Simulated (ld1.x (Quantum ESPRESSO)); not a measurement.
osmium (Os) ultrasoft: all-electron and pseudo phase curves

```
Element                 : Os
Generator               : ld1.x (Quantum ESPRESSO) 7.5
Type                    : ultrasoft
Functional              : PBEsol
Relativity              : scalar-relativistic
Frozen core             : [Xe] 4f14
Valence charge          : 8
Reference configuration : 5d6 6s2 6p0
Partial waves           : 6s (bound): rcut 2.30, rcutus 2.90 bohr; 6s channel at -0.15 Ry: rcut 2.30, rcutus 2.90 bohr; 6p (bound, empty): rcut 2.55, rcutus 3.10 bohr; 6p channel at 0.4 Ry: rcut 2.55, rcutus 3.10 bohr; 5d (bound): rcut 1.90, rcutus 2.45 bohr; 5d channel at 2.95 Ry: rcut 1.90, rcutus 2.45 bohr
Local potential         : all-electron potential smoothed inside 2.55 bohr (lloc = -1)
Core correction         : none
Augmentation charge     : PSQ, radius 2.05 bohr
```

The phase is arctan(r·u′/u) with u = r·R(r), unwrapped; energies in Ry, scanned from -2 to 5 Ry. A pole is an energy at which the radial function vanishes at the test radius. The pseudo phase is shifted by a multiple of π to meet the all-electron one at the reference energy, and phase errors are pseudo minus all-electron; the curves can meet again beyond the range given. Levels narrower than the energy grid can be missing from the lists of poles.

For each channel, where are the poles, and over which energies does the pseudopotential scatter like the atom?

```tsv
channel	radius (bohr)	reference energy (Ry)	poles, all-electron	poles, pseudo	unbroken range about the reference energy with phases within 0.05 rad	phase error 1 Ry above the reference energy (rad)
s	3.36	-0.45	0.29	0.29, 2.08	below 1.7	-0.000
p	3.36	-0.09	1.34	1.33, 3.77	below 2.6	-0.000
d	3.36	-0.46	-0.33, 3.23	-0.33, 3.23	the whole range	+0.006
```

Phases in the d channel:

```json
{"E (Ry)": "-2.00", "all-electron": "1.357", "pseudo": "1.358"}
{"E (Ry)": "-1.76", "all-electron": "1.341", "pseudo": "1.342"}
{"E (Ry)": "-1.52", "all-electron": "1.320", "pseudo": "1.321"}
{"E (Ry)": "-1.28", "all-electron": "1.290", "pseudo": "1.291"}
{"E (Ry)": "-1.04", "all-electron": "1.240", "pseudo": "1.241"}
{"E (Ry)": "-0.80", "all-electron": "1.123", "pseudo": "1.124"}
{"E (Ry)": "-0.56", "all-electron": "0.142", "pseudo": "0.145"}
{"E (Ry)": "-0.32", "all-electron": "-1.582", "pseudo": "-1.582"}
{"E (Ry)": "-0.08", "all-electron": "-1.752", "pseudo": "-1.750"}
{"E (Ry)": "0.16", "all-electron": "-1.841", "pseudo": "-1.839"}
{"E (Ry)": "0.40", "all-electron": "-1.931", "pseudo": "-1.927"}
{"E (Ry)": "0.64", "all-electron": "-2.057", "pseudo": "-2.049"}
{"E (Ry)": "0.88", "all-electron": "-2.281", "pseudo": "-2.265"}
{"E (Ry)": "1.12", "all-electron": "-2.765", "pseudo": "-2.731"}
{"E (Ry)": "1.36", "all-electron": "-3.575", "pseudo": "-3.539"}
{"E (Ry)": "1.60", "all-electron": "-4.115", "pseudo": "-4.101"}
{"E (Ry)": "1.84", "all-electron": "-4.360", "pseudo": "-4.355"}
{"E (Ry)": "2.08", "all-electron": "-4.487", "pseudo": "-4.485"}
{"E (Ry)": "2.32", "all-electron": "-4.565", "pseudo": "-4.564"}
{"E (Ry)": "2.56", "all-electron": "-4.618", "pseudo": "-4.618"}
{"E (Ry)": "2.80", "all-electron": "-4.658", "pseudo": "-4.658"}
{"E (Ry)": "3.04", "all-electron": "-4.690", "pseudo": "-4.690"}
{"E (Ry)": "3.28", "all-electron": "-4.718", "pseudo": "-4.718"}
{"E (Ry)": "3.52", "all-electron": "-4.743", "pseudo": "-4.742"}
{"E (Ry)": "3.76", "all-electron": "-4.768", "pseudo": "-4.766"}
{"E (Ry)": "4.00", "all-electron": "-4.793", "pseudo": "-4.790"}
{"E (Ry)": "4.24", "all-electron": "-4.820", "pseudo": "-4.816"}
{"E (Ry)": "4.48", "all-electron": "-4.853", "pseudo": "-4.845"}
{"E (Ry)": "4.72", "all-electron": "-4.894", "pseudo": "-4.880"}
{"E (Ry)": "4.96", "all-electron": "-4.951", "pseudo": "-4.926"}
```
